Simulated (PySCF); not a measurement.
# WH₆ + 3 O₂ → WO₃ + 3 H₂O

Level: PBE0 in the def2-TZVP basis family, computed in PySCF with density fitting; scalar-relativistic core potentials for atoms from Rb on, none lighter, no spin–orbit coupling; open shells unrestricted.

```csv
species,state and structure,E (Eh),ZPE (kJ/mol),H(298 K) − H(0) (kJ/mol),S° (J/(mol K))
WH₆,"singlet, C3v, W–H 1.658 Å (×3), W–H 1.706 Å (×3); H–W–H 62.0° (×3), H–W–H 67.0° (×3), H–W–H 114.7° (×3), H–W–H 118.4° (×6)",-70.55514,120.7,11.5,250.7
O₂,"triplet, D∞h, O–O 1.193 Å",-150.23561,10.3,8.7,204.9
WO₃,"singlet, C3v, W–O 1.716 Å (×3); O–W–O 107.5° (×3)",-292.69172,23.8,13.3,289.5
H₂O,"singlet, C2v, O–H 0.960 Å (×2); H–O–H 105.1°",-76.37736,56.5,9.9,188.7
```

(1) What is the electronic reaction energy?

(2) Add zero-point, thermal and entropy terms for 298.15 K and 1 bar.

Answers

(1) At PBE0/def2-TZVP, ΔE = -1475.1 kJ/mol from the differences of the total energies times 2625.5, downhill. 

(2) ΔZPE = 41.7 and Δ[H(298) − H(0)] = 5.4 kJ/mol give ΔH° = -1428.0 kJ/mol. ΔS° = -9.8 J/(mol K), so ΔG° = -1428.0 − 298.15 × (-0.0098) = -1425 kJ/mol.

Spin–orbit coupling can matter for WH₆, WO₃ and is left out. Each species is the lowest minimum found with this bonding; other isomers or fragments can lie lower.
